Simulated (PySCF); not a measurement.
Two-component Hartree-Fock for Bi(3+) (bismuth, charge +3)

Start: [Xe] 4f14 5d10 6s2. Calculated with PySCF 2.14 in x2c-TZVPall-2c: generalised Hartree-Fock with the X2C-1e Hamiltonian and a Gaussian nucleus; spin-orbit coupling (SO) screened by Boettger's factors. This is a chosen level, not necessarily the ground level.

| spinor shell | electrons | ε, screened SO (eV) | weight of nominal j (screened SO) | rms radius, screened SO (bohr) |
| --- | --- | --- | --- | --- |
| 1s1/2 | 2 | -91038.6 | 1.000 | 0.0178 |
| 2s1/2 | 2 | -16536.3 | 1.000 | 0.0718 |
| 2p1/2 | 2 | -15864.5 | 1.000 | 0.0606 |
| 3s1/2 | 2 | -4086.2 | 1.000 | 0.183 |
| 3p1/2 | 2 | -3783.6 | 1.000 | 0.175 |
| 3p3/2 | 4 | -3256.0 | 1.000 | 0.192 |
| 3d3/2 | 4 | -2765.8 | 1.000 | 0.168 |
| 3d5/2 | 6 | -2654.4 | 1.000 | 0.172 |
| 4s1/2 | 2 | -999.36 | 1.000 | 0.401 |
| 4p1/2 | 2 | -866.63 | 1.000 | 0.404 |
| 4p3/2 | 4 | -734.81 | 1.000 | 0.438 |
| 4d3/2 | 4 | -518.83 | 1.000 | 0.446 |
| 4d5/2 | 6 | -493.55 | 1.000 | 0.457 |
| 4f5/2 | 6 | -210.48 | 1.000 | 0.479 |
| 5s1/2 | 2 | -209.75 | 1.000 | 0.890 |
| 4f7/2 | 8 | -205.04 | 1.000 | 0.480 |
| 5p1/2 | 2 | -161.42 | 1.000 | 0.953 |
| 5p3/2 | 4 | -136.06 | 1.000 | 1.04 |
| 5d3/2 | 4 | -65.700 | 1.000 | 1.27 |
| 5d5/2 | 6 | -62.361 | 1.000 | 1.32 |
| 6s1/2 | 2 | -42.993 | 1.000 | 2.18 |

Q: Where does 2p3/2 lie, and what is the 2p spin-orbit splitting (screened SO)?

A: At -13540.1 eV, 2324.4 eV above 2p1/2.

```tsv
quantity	screened SO
E (hartree)	-21553.25153
M_J	0
⟨J²⟩	0.000
⟨L²⟩	0.208
⟨S²⟩	0.208
```

Breit and QED terms are absent; they matter most for the inner s and p1/2 levels.

Densities and radii are taken from the X2C orbitals without a picture-change correction, which distorts them close to the nucleus.
